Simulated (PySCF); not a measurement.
A PySCF script (with the pyscf-properties extension) for the NMR shieldings of SMILES CP(CCC#N)CCCO, C$_{7}$H$_{14}$NOP, on a GFN2-xTB geometry:

```python
import basis_set_exchange as bse
import numpy as np
from pyscf import gto, dft
from pyscf.prop import nmr

atoms = """
C     0.627957   -1.873707   -0.296038
P     0.533833   -0.604203    1.049827
C     1.865806    0.552746    0.428427
C     3.261595    0.039801    0.795826
C     4.265846    0.977271    0.365689
N     5.039245    1.739954    0.008574
C    -0.896641    0.394913    0.403293
C    -2.235547   -0.298039    0.628552
C    -3.393269    0.562104    0.128867
O    -3.282332    0.699325   -1.272703
H     0.569635   -1.411290   -1.280532
H     1.557153   -2.433513   -0.205749
H    -0.194520   -2.575722   -0.176471
H     1.703515    1.525006    0.902247
H     1.779236    0.682177   -0.654456
H     3.340641   -0.091491    1.879216
H     3.459248   -0.923840    0.317555
H    -0.889696    1.347922    0.940717
H    -0.763168    0.599563   -0.662289
H    -2.378816   -0.503292    1.691135
H    -2.259456   -1.244622    0.087109
H    -4.346796    0.081312    0.391769
H    -3.358248    1.548657    0.614627
H    -4.016956    1.228732   -1.597662
"""
names = dict.fromkeys(["C", "P", "N", "O", "H"], "pcSseg-1")
basis = {el: gto.basis.parse(bse.get_basis(n, elements=[el], fmt="nwchem")) for el, n in names.items()}
mol = gto.M(atom=atoms, basis=basis, charge=0, verbose=0)
mf = dft.RKS(mol, xc="PBE0")
mf.grids.level = 2
mf.grids.alignment = dft.numint.BLKSIZE   # the property module wants whole blocks of grid points
mf.conv_tol = 1e-9
mf.kernel()

calc = nmr.RKS(mf)   # GIAO
C = mf.mo_coeff
Co = C[:, mf.mo_occ > 0]
resp = mf.gen_response(singlet=True, hermi=2)
def vind(x):   # induced exchange potential for any number of trial vectors
    d = np.einsum("pi,xij,qj->xpq", C, 2 * x.reshape(-1, C.shape[1], Co.shape[1]), Co, optimize=True)
    return np.einsum("xpq,pi,qj->xij", resp(d - d.transpose(0, 2, 1)), C, Co, optimize=True).ravel()
mo1, _ = nmr.rhf.solve_mo1(calc, with_cphf=vind)
sigma = calc.kernel(mo1)
for i, s in enumerate(sigma):   # ppm
    print("%2d %-2s %9.2f" % (i, mol.atom_pure_symbol(i), np.trace(s) / 3))
```

Problem. Give the expected output.

Solution. 
```
 0 C     171.56
 1 P     373.42
 2 C     150.96
 3 C     171.89
 4 C      62.29
 5 N     -29.49
 6 C     151.90
 7 C     155.14
 8 C     117.98
 9 O     305.63
10 H      31.07
11 H      30.59
12 H      30.35
13 H      29.94
14 H      30.16
15 H      29.47
16 H      29.65
17 H      30.49
18 H      29.66
19 H      30.31
20 H      30.07
21 H      27.43
22 H      27.85
23 H      31.14
```

These numbers come from an equivalent density-fitted implementation of the same equations, which agrees with the script to about 0.01 ppm for H and up to a few tenths of a ppm for heavy atoms, so last digits may differ.

Size and cost of the density-fitted run: 247 basis functions, 62 s wall time on 1 thread of an Arm Neoverse V2, shared host.
